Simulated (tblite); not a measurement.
Compound: C4H13FSi4.
Structure used (GFN2-xTB), in Å, numbered top down from 1:
```
atom  x, y, z in Å
C1    -3.0831    0.8077    0.7167
C2    -2.0144    0.2267    0.1849
C3    -2.0581   -0.4027   -1.1755
Si4   -0.3533    0.1276    1.0759
F5    -0.6410    0.8097    2.5396
Si6    0.7084   -1.9624    1.3647
Si7    2.7329   -1.0053    0.6192
Si8    1.6396    1.0558    0.1848
C9     1.5337    1.4178   -1.6857
H10   -4.0319    0.8527    0.2016
H11   -3.0516    1.2610    1.6929
H12   -3.0556   -0.3436   -1.6068
H13   -1.3607    0.0984   -1.8461
H14   -1.7639   -1.4504   -1.1173
H15    0.1667   -3.0374    0.5157
H16    0.7037   -2.5722    2.6997
H17    3.8091   -0.9747    1.6196
H18    3.3851   -1.6496   -0.5316
H19    2.1749    2.2984    0.7743
H20    1.2054    0.5380   -2.2326
H21    2.5037    1.7007   -2.0838
H22    0.8402    2.2232   -1.9110
```

All values are computed: GFN2-xTB (tblite) harmonic vibrations without scaling, gas phase. The method is semi-empirical: single wavenumbers can be off by several per cent or more. Modes of hydrogen on silicon can be 10 to 20 % off. One conformer, not necessarily the lowest.

Harmonic wavenumbers (cm⁻¹): 33.4, 42.2, 65.5, 84.4, 120.2, 131.4, 137.2, 146.9, 152.4, 162.8, 213.2, 279.6, 293.6, 306.7, 341.7, 353.3, 364.8, 389.6, 390.5, 431.5, 435.4, 472.2, 481.0, 565.9, 599.7, 610.2, 662.9, 674.0, 732.2, 733.9, 801.0, 820.3, 824.7, 849.9, 904.8, 965.1, 1011.2, 1041.7, 1213.7, 1373.6, 1402.7, 1423.8, 1487.2, 1490.9, 1499.5, 1504.0, 1669.1, 2119.5, 2140.9, 2159.6, 2177.7, 2196.0, 2996.7, 3010.2, 3024.5, 3025.9, 3028.0, 3036.7, 3060.4, 3117.5.

A = 1051, B = 628.2, C = 536.8 MHz; mass 192.008 u (most abundant isotopes); point group C1, symmetry number 1.

Task: Zero-point energy?

Result: ½Σν̃ = 32893 cm⁻¹ = 393.48 kJ/mol.

Task: Entropy at 298.15 K, 1 bar (ideal gas, RRHO, classical rotation)?

Result: Translation 174.43, rotation 130.48, vibration 228.02: S = 532.9 J/(mol K).

Task: And Cp and H(298.15 K) − H(0)?

Result: Cp = 245.56 J/(mol K), of which vibrations give 212.30 (their classical limit is 60 R = 498.9); H(298.15 K) − H(0) = 44.77 kJ/mol without the zero-point energy, 34.85 from vibrations.

Task: Blend soft modes into free rotors: weight 1/[1 + (100 cm⁻¹/ν̃)⁴] for the oscillator and the rest for a rotor with moment μB/(μ + B), μ = h/(8π²ν), B = 10⁻⁴⁴ kg m². What vibrational entropy results?

Result: 208.13 J/(mol K) in place of 228.02, which changes −T·S at 298.15 K by +5.93 kJ/mol.

Task: How do the functions run with temperature in this model?

Result: 
| T (K) | S (J/(mol K)) | Cp (J/(mol K)) | H − H(0) (kJ/mol) | G − H(0) (kJ/mol) | ln q(vib) |
| --- | --- | --- | --- | --- | --- |
| 150 | 395.7 | 158.0 | 14.43 | -44.92 | 6.10 |
| 250 | 491.8 | 221.0 | 33.52 | -89.44 | 11.06 |
| 400 | 611.3 | 288.4 | 72.05 | -172.48 | 18.02 |
| 600 | 740.5 | 348.9 | 136.18 | -308.13 | 26.30 |
| 900 | 894.1 | 408.1 | 250.43 | -554.28 | 36.98 |

q(vib) and H(0) count from the zero-point level.

Task: Which modes carry the vibrational entropy at 298.15 K?

Result: 33.4 cm⁻¹: 23.50; 42.2 cm⁻¹: 21.56; 65.5 cm⁻¹: 17.93; 84.4 cm⁻¹: 15.84; 120.2 cm⁻¹: 12.96; 131.4 cm⁻¹: 12.24 J/(mol K); the other 54 give 123.99 together.

Hindered rotation and anharmonicity are outside this model. Other conformers, if any are populated, would add a mixing term that is left out. The structure is chiral; the term R ln 2 for an equal mix with its mirror image is left out.
